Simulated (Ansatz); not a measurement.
System: SbBr$_{2}$, net charge -1, singlet state. 
Structure (B3LYP-D3(BJ)/def2-TZVP (Ansatz, a first-principles code) minimum search):
```
Sb
Br 1 2.6503
Br 1 2.6503 2 99.68
```
Charge -1, spin multiplicity 1.

Basis-set convergence of Hartree-Fock and CCSD correlation energies (hartree) with Ansatz. Cores are frozen in the correlated levels unless marked. Spin-orbit coupling is left out. The frozen core is the preceding noble-gas configuration, with the filled d and f shells of earlier blocks. Past Kr the def2 sets carry scalar-relativistic core potentials.

```
basis        functions        E(HF)  E(corr, CCSD)
-----------  ---------  -----------  -------------
def2-SVPD          114  -5383.59631       -0.37204
def2-TZVPPD        170            …              …
```

Problem. Some entries are withheld; supply them.

Solution. 
- def2-TZVPPD, E(HF): -5384.23016
- def2-TZVPPD, E(corr, CCSD): -0.47340
